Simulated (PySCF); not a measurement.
Computed IR spectrum (relative IR intensity) of a molecule C6H10. Coordinates come from a PBE0-D3(BJ)/def2-SVP optimisation. Other conformers were not sampled. All values below come from PySCF with PBE0-D3(BJ)/def2-SVP. No scaling factor is applied to the harmonic values.

| ν (cm⁻¹) | relative intensity |
|---|---|
| 314 | 2.2 |
| 363 | 11 |
| 562 | 8.3 |
| 689 | 57 |
| 698 | 52 |
| 738 | 10 |
| 826 | 3.0 |
| 1212 | 2.1 |
| 1340 | 7.7 |
| 1368 | 3.0 |
| 1388 | 4.8 |
| 1405 | 9.2 |
| 1438 | 11 |
| 1456 | 9.3 |
| 1473 | 14 |
| 1480 | 6.4 |
| 2245 | 7.0 |
| 3049 | 26 |
| 3055 | 19 |
| 3059 | 43 |
| 3062 | 19 |
| 3103 | 7.7 |
| 3107 | 16 |
| 3119 | 35 |
| 3141 | 41 |
| 3149 | 32 |
| 3491 | 100 |

Question: Identify the compound among the candidates.
A. C#CCCCC
B. C[C@@H]1C=C[C@@H]1C
C. CC#CC(C)C
D. CC=C1CCC1

Answer: A, C#CCCCC
